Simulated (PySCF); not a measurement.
C4H4F2O2, SMILES FC(F)=C1COCO1.

Geometry: B3LYP-D3(BJ)/def2-SVP. This is a generated structure with no PubChem entry under its InChIKey; it may be hypothetical. One conformer was computed; it need not be the lowest.

The numbers are results of PySCF with r2SCAN/def2-TZVP, not measurements.

Isolated molecule, no solvent.

Computed frontier levels, gap, dipole moment:
```json
{
  "highest_occupied_level": "-5.44 eV",
  "lowest_empty_level": "0.09 eV",
  "orbital_gap": "5.53 eV",
  "dipole_moment": "1.75 D",
  "quadrupole, principal values (traceless, Buckingham form, about the centre of nuclear charge)": "-5.96, 1.41, 4.56 D·Å"
}
```
